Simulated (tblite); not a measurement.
C3H7O2Si (doublet state).
Atom-mapped SMILES: `[CH2:1]=[CH:2][Si@H:3]([O:4])[O:5][CH3:6]` (hydrogens: H7, H8 on C1; H9 on C2; H10 on Si3; H11, H12, H13 on C6)

Structure used (GFN2-xTB), in Å, numbered top down from 1:
```
atom  x, y, z in Å
C1    -2.563   -0.432   -0.504
C2    -1.392   -0.728   -0.024
Si3   -0.122    0.737    0.428
O4    -0.310    1.914   -0.519
O5     1.250   -0.149    0.547
C6     2.444    0.031   -0.136
H7    -2.887    0.586   -0.642
H8    -3.265   -1.199   -0.812
H9    -0.980   -1.702    0.153
H10   -0.483    0.702    1.855
H11    2.901    0.984    0.145
H12    3.120   -0.787    0.122
H13    2.282    0.044   -1.216
```

Method: GFN2-xTB as coded in tblite; computed harmonic values from a numerical Hessian at the method's own geometry, unscaled. The method is semi-empirical: single wavenumbers can be off by several per cent or more. Modes of hydrogen on silicon can be 10 to 20 % off. One conformer, not necessarily the lowest. Open shells enter through the occupations alone, without spin polarisation, and single modes of such species can be off by tens of per cent. The optimisation stopped once no atom felt more than 0.01 eV/Å.

Lowest wavenumbers of the output (negative numbers stand for imaginary wavenumbers):
```
mode    cm-1
  1     -63.1
  2      46.1
  3      83.9
  4     120.0
  5     153.9
  6     229.7
  7     275.8
  8     380.4
  9     431.1
 10     479.7
```

Is this structure a minimum?

No. 1 mode is imaginary beyond 20i (63i cm⁻¹), so at this level the point lies at or near a first-order saddle.

Which atoms move in the imaginary mode?

63i: H13 (hydrogen on carbon) 35 %, H11 (hydrogen on carbon) 34 %, H12 (hydrogen on carbon) 28 %. These are shares of the mass-weighted motion.

What is the remedy?

Step along that mode in both directions, optimise again with tighter thresholds and repeat the frequencies. The zero-point energy of this point (57.7 kcal/mol) counts the 32 real modes alone, and thermal corrections from it aren't those of a minimum.

On an Intel Xeon at 2.50 GHz with one thread, shared host, this took 0.93 s. This covers the Hessian and the dipole derivatives.
